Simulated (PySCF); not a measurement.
CH9OSbSi2, SMILES C[O][Sb]([SiH3])[SiH3]. Atoms are numbered in the order given.

```xyz
14

Sb     0.0570    -0.0814     0.7158
O     -0.2510    -1.6658    -0.5246
C     -1.5715    -2.1126    -0.6843
H     -2.2256    -1.3658    -1.1850
H     -1.5491    -3.0118    -1.3241
H     -2.0624    -2.3956     0.2707
Si     2.1376     0.4803    -0.7165
H      3.1240    -0.6301    -0.5671
H      2.7581     1.7516    -0.2292
H      1.7659     0.6290    -2.1548
Si    -1.3189     1.6121    -0.7154
H     -2.7663     1.5957    -0.3395
H     -1.1897     1.2973    -2.1706
H     -0.7855     2.9867    -0.4566
```

Geometry optimised at r2SCAN-D4/def2-SVP. The def2 effective core potentials stand for the cores of Sb; spin–orbit coupling is left out. The values are those of a single conformer.

Computed with PBE/def2-TZVP run with PySCF.

ESP charges are fitted to the potential on shells at 1.4 to 2.0 van der Waals radii. Atomic charges (e):

| atom | Löwdin | ESP fit | Mulliken |
|---|---|---|---|
| Sb1 | 0.33 | 0.14 | 0.44 |
| O2 | -0.12 | … | -0.44 |
| C3 | -0.44 | -0.27 | -0.20 |
| H4 | 0.10 | 0.11 | 0.10 |
| H5 | 0.11 | 0.12 | 0.13 |
| H6 | 0.10 | 0.11 | 0.10 |
| Si7 | 0.06 | … | -0.02 |
| H8 | -0.03 | … | -0.01 |
| H9 | -0.03 | … | -0.01 |
| H10 | -0.03 | … | 0.00 |
| Si11 | 0.03 | … | -0.07 |
| H12 | -0.03 | … | -0.01 |
| H13 | -0.03 | … | 0.00 |
| H14 | -0.03 | … | -0.01 |

### Question
Fill in the missing entries. (Estimate from the structure and the level; the computed values follow.)

### Answer

- O2, ESP fit: -0.21
- Si7, ESP fit: 0.03
- H8, ESP fit: -0.01
- H9, ESP fit: -0.01
- H10, ESP fit: -0.01
- Si11, ESP fit: 0.08
- H12, ESP fit: -0.04
- H13, ESP fit: -0.02
- H14, ESP fit: -0.02
